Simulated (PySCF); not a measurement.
1,1-dibromo-2-chloroethene (C2HBr2Cl), SMILES BrC(Br)=CCl.

Coordinates come from a B3LYP-D3(BJ)/def2-SVP optimisation.

Level of theory: PBE/def2-TZVP run with PySCF.

Symmetry labels are those of the subgroup Cs that the program uses (full group Cs).

Computed valence orbital energies around the gap with their symmetry:
```
orbital  symmetry  energy (eV)
-------  --------  -----------
HOMO−7         A"       -10.07
HOMO−6         A'       -10.05
HOMO−5         A"        -8.58
HOMO−4         A'        -8.09
HOMO−3         A'        -7.83
HOMO−2         A"        -7.58
HOMO−1         A'        -7.15
HOMO           A"        -6.17
LUMO           A'        -2.08
LUMO+1         A"        -1.88
LUMO+2         A'        -1.50
LUMO+3         A'         0.23
```
